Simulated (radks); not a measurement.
Polarisability of the aluminium ion Al2+, [Ne] 3s1, at imaginary frequency. Calculated with a radial shooting solver on a logarithmic mesh with Libxc functionals: scalar-relativistic Kohn-Sham, LDA (Slater exchange, VWN5 correlation), spin-polarised, spherical densities, finite nucleus; open shells are filled with parallel spins first; Fermi nuclear charge, rms radius 3.061 fm. Response by self-consistent Sternheimer equations with the Hartree and adiabatic LDA kernel, the relativistic mass of each level held fixed and spin-orbit coupling left out.

w (hartree)  alpha1(iw) (bohr^3)  alpha2(iw) (bohr^5)
0.00266                    12.48                37.08
0.0143                     12.45                37.05
0.0360                     12.25                36.90
0.0697                     11.67                36.42
0.118                      10.41                35.24
0.186                      8.386                32.85
0.280                      5.971                28.70
0.413                      3.799                22.74
0.605                      2.239                15.87
0.892                      1.277                9.647
1.35                      0.7310                5.129
2.12                      0.4265                2.395
3.59                      0.2394               0.9637
6.94                      0.1062               0.3042
17.5                     0.02498              0.05540

Static values: alpha1 = 12.48 bohr^3 (1.850 angstrom^3; uncoupled 14.72), alpha2 = 37.08 bohr^5, alpha3 = 213.2 bohr^7. C6 = 32.17, C8 = 632.0, triple-dipole C9 = 293.2 atomic units. One-pole (London) frequency 4 C6 / (3 alpha1^2) = 0.275 hartree, against 0.904 for minus the highest occupied eigenvalue.
